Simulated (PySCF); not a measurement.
C₄H₇BN₂, SMILES CB1C=NCN=C1. Heavy atoms are numbered as in [CH3:1][B:2]1[CH:3]=[N:4][CH2:5][N:6]=[CH:7]1. Hydrogens are named by the atom that carries them.

Geometry: PBE0-D3(BJ)/def2-SVP. The structure was generated by enumeration, and PubChem lists no compound with its InChIKey, so it may never have been made. One conformer was computed; it need not be the lowest.

Level of theory: PBE0/pcSseg-1 run with PySCF.

GIAO shieldings, no solvent; atoms alike by connectivity are averaged. δ = σ(ref) − σ: ¹³C against TMS (σ = 186.3 ppm); ¹¹B against BF3 (σ = 88.8 ppm); ¹⁵N against NH3 (σ = 267.4 ppm); ¹H against TMS (σ = 31.56 ppm), references at their B3LYP-D3(BJ)/def2-TZVP geometries, non-relativistic.

Computed chemical shifts:
```json
[
 {"nucleus": "¹³C", "atoms": "C3 (CH)", "count": "2", "δ (ppm)": "190.8"},
 {"nucleus": "¹³C", "atoms": "C5 (CH2)", "count": "1", "δ (ppm)": "89.0"},
 {"nucleus": "¹³C", "atoms": "C1 (CH3)", "count": "1", "δ (ppm)": "10.5"},
 {"nucleus": "¹¹B", "atoms": "B2", "count": "1", "δ (ppm)": "22.7"},
 {"nucleus": "¹⁵N", "atoms": "N4", "count": "2", "δ (ppm)": "509.1"},
 {"nucleus": "¹H", "atoms": "H on C3", "count": "2", "δ (ppm)": "10.15"},
 {"nucleus": "¹H", "atoms": "H on C5", "count": "2", "δ (ppm)": "7.04"},
 {"nucleus": "¹H", "atoms": "H on C1", "count": "3", "δ (ppm)": "1.31"}
]
```
